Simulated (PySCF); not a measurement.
Choosing a molecule for a target property.

Each SMILES stands for a single optimised conformer of the isolated species, non-relativistic unless stated; the electronic structure was computed with PySCF and density fitting.

Dipoles, sizes and rotational constants follow the conformer. The torsions of the flexible species, by atom-mapped SMILES:
- `[CH2:1]=[N:2][SiH2:3][C:4]([CH3:5])([CH3:6])[CH2:7][C:8]#[N:9]`: C1–N2–Si3–C4 123°, N2–Si3–C4–C5 -172°, Si3–C4–C7–C8 -56°
- `[CH3:1][O:2][CH2:3][C:4]([F:5])([F:6])[C:7]([F:8])([F:9])[F:10]`: C1–O2–C3–C4 180°, O2–C3–C4–F5 -60°, C3–C4–C7–F8 59°
- `[CH2:1]=[CH:2][CH2:3][N:4]([SiH3:5])[C:6]1=[CH:7][C@H:8]1[NH2:9]`: C1–C2–C3–N4 -118°, C2–C3–N4–Si5 -87°, C3–N4–C6–C7 8°, H–N9–C8–C7 -85°, H–N9–C8–C7 34°
- `[CH3:1][CH2:2][C:3](=[O:4])[N:5]([CH3:6])[CH3:7]`: C1–C2–C3–O4 -2°, C2–C3–N5–C6 0°
- `[CH3:1]/[CH:2]=[C:3](\[CH2:4][OH:5])[C:6]([CH3:7])([CH3:8])[SiH3:9]`: C2–C3–C4–O5 107°, C2–C3–C6–C7 -11°, H–O5–C4–C3 -62°
- `[CH3:1][C:2]([CH3:3])([CH3:4])[C:5]([NH2:6])=[O:7]`: C1–C2–C5–N6 -61°, H–N6–C5–C2 180°, H–N6–C5–C2 0°

(1) Wanted: dipole moment below 3 D (PBE0/pcSseg-1) and HOMO energy above -6.3 eV (PBE0/pcSseg-1), at GFN2-xTB geometries. Which candidate meets both?
A. `COCC(F)(F)C(F)(F)F`
B. `C=CCN([SiH3])C1=C[C@H]1N`
C. `C=N[SiH2]C(C)(C)CC#N`
D. `CCC(=O)N(C)C`

(2) Wanted: HOMO–LUMO gap between 7.6 eV and 8 eV (PBE0/pcSseg-1) and smallest rotational constant above 0.82 GHz (GFN2-xTB), at GFN2-xTB geometries. Which candidate meets both?
A. `CC(C)(C)C(N)=O`
B. `COCC(F)(F)C(F)(F)F`
C. `CCC(=O)N(C)C`
D. `C(/C(C(C)([SiH3])C)=C\C)O`
E. `C=N[SiH2]C(C)(C)CC#N`
F. `C=CCN([SiH3])C1=C[C@H]1N`

## Answers

(1) B. Computed values:
```
                 species  dipole moment  HOMO energy
C=CCN([SiH3])C1=C[C@H]1N         1.54 D     -5.84 eV
    C=N[SiH2]C(C)(C)CC#N         2.67 D     -7.17 eV
      COCC(F)(F)C(F)(F)F         3.24 D     -8.13 eV
            CCC(=O)N(C)C         3.87 D     -6.81 eV
```

(2) C. Computed values:
```csv
species,HOMO–LUMO gap,smallest rotational constant
C=CCN([SiH3])C1=C[C@H]1N,5.87 eV,0.700 GHz
C=N[SiH2]C(C)(C)CC#N,6.17 eV,0.902 GHz
C(/C(C(C)([SiH3])C)=C\C)O,7.27 eV,0.843 GHz
CCC(=O)N(C)C,7.90 eV,1.383 GHz
CC(C)(C)C(N)=O,8.07 eV,1.985 GHz
COCC(F)(F)C(F)(F)F,9.23 eV,0.789 GHz
```
